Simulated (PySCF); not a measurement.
## How ionic is MCs along the halogens?

PBE0 in PySCF with def2-TZVPP on every atom (core potentials on I, Cs), for the lowest determinant that a PBE0 search found; no spin–orbit coupling. A negative dipole means M(+)Cs(−).

| M | state (unpaired electrons) | Re (Å) | μ (D) |
| --- | --- | --- | --- |
| F | singlet (closed shell) | 2.354 | 7.68 |
| Cl | singlet (closed shell) | 2.910 | 10.17 |
| Br | singlet (closed shell) | 3.088 | 10.79 |
| I | singlet (closed shell) | 3.326 | 11.51 |

Problem. Give the ionic character |μ|/(e·Re) of each, with 1 e·Å = 4.803 D, and the positive end.

Solution. CsF 68 % (Cs positive), CsCl 73 % (Cs positive), CsBr 73 % (Cs positive), CsI 72 % (Cs positive). Lone pairs and polarisation enter μ too, so this number is only a rough measure of charge transfer.

Spin–orbit coupling is left out.
